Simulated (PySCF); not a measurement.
C2H8Si2 (SMILES C1[SiH2]C[SiH2]1), singlet, geometry from GFN2-xTB. Base run: DF-B3LYP/def2-SVP run with PySCF.

The PySCF input:
```python
from pyscf import gto, scf, dft

mol = gto.M(
    atom='''
C     0.252094    0.385150    1.246407
Si    1.345512   -0.266337   -0.189850
C    -0.253626   -0.395265   -1.242925
Si   -1.344790    0.271105    0.188208
H     0.499997    1.387923    1.584982
H     0.250765   -0.244754    2.132407
H     2.328275    0.697745   -0.691746
H     2.007125   -1.546267    0.077003
H    -0.256489    0.220533   -2.138708
H    -0.500352   -1.403859   -1.564856
H    -1.986513    1.559711   -0.085405
H    -2.343726   -0.677097    0.688412
''',
    basis='def2-svp',
    charge=0,
    spin=0,
    verbose=4,
)

mf = dft.RKS(mol)
mf.xc = 'b3lyp'
mf = mf.density_fit(auxbasis='def2-universal-jkfit')
mf.kernel()
mf.analyze()
```

Each row names what was changed in the base input (with any setting that the change needs).

```
change                                                                                                                                                basis functions      E (Eh)  HOMO (eV)  HOMO-LUMO gap (eV)  dipole (D)
----------------------------------------------------------------------------------------------------------------------------------------------------  ---------------  ----------  ---------  ------------------  ----------
base                                                                                                                                                              104  -659.80368      -7.61                7.67        0.01
basis = ANO-RCC-VDZP; relativity = spin-free X2C; nucleus = Gaussian (with nucmod='G'; without mf = mf.density_fit(auxbasis='def2-universal-jkfit'))              104  -661.33857      -7.58                7.32        0.01
basis = x2c-TZVPall; relativity = spin-free X2C; nucleus = Gaussian (with nucmod='G'; without mf = mf.density_fit(auxbasis='def2-universal-jkfit'))               184  -661.34866      -7.64                7.28        0.01
basis = ANO-RCC-VDZP; relativity = spin-free X2C (without mf = mf.density_fit(auxbasis='def2-universal-jkfit'))                                                   104  -661.33895      -7.58                7.32        0.01
basis = x2c-TZVPall; relativity = none (without mf = mf.density_fit(auxbasis='def2-universal-jkfit'))                                                             184  -659.93862      -7.64                7.28        0.01
basis = ANO-RCC-VDZP; relativity = none (without mf = mf.density_fit(auxbasis='def2-universal-jkfit'))                                                            104  -659.82956      -7.59                7.32        0.01
basis = x2c-SVPall; relativity = spin-free X2C; nucleus = Gaussian (with nucmod='G'; without mf = mf.density_fit(auxbasis='def2-universal-jkfit'))                104  -661.03225      -7.60                7.67        0.01
basis = x2c-SVPall; relativity = none (without mf = mf.density_fit(auxbasis='def2-universal-jkfit'))                                                              104  -659.69416      -7.61                7.67        0.01
basis = x2c-TZVPall; relativity = spin-free X2C (without mf = mf.density_fit(auxbasis='def2-universal-jkfit'))                                                    184  -661.34903      -7.64                7.28        0.01
basis = x2c-SVPall; relativity = spin-free X2C (without mf = mf.density_fit(auxbasis='def2-universal-jkfit'))                                                     104  -661.03259      -7.60                7.67        0.01
```

Absolute energies of different levels of theory aren't comparable as measures of quality.

Basis sets contracted for a relativistic Hamiltonian are a mismatch without it, so the rows without relativity aren't non-relativistic limits. No row has spin-orbit coupling; sets with core potentials leave out the core electrons.
